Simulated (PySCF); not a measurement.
Computed with PBE-D3(BJ)/def2-TZVP // BP86-D3(BJ)/def2-SVP run with PySCF. Gas-phase values, no solvent. 

Reference species: [Zn(Cl)(H)] (neutral, multiplicity 1).

```json
{
  "HOMO": "-7.49 eV",
  "charge on the central atom (Mulliken)": "0.29 e"
}
```

Changed species: [Zn(Cl)2] (0 of 2 Cl replaced by H; the reference has 1 of 2 Cl replaced by H).

Question: Predict the effect on the HOMO and charge on the central atom (Mulliken).

Answer: the HOMO decreases by 0.25 eV, to -7.74 eV; the charge on the central atom (Mulliken) rises by 0.25 e, to 0.54 e.
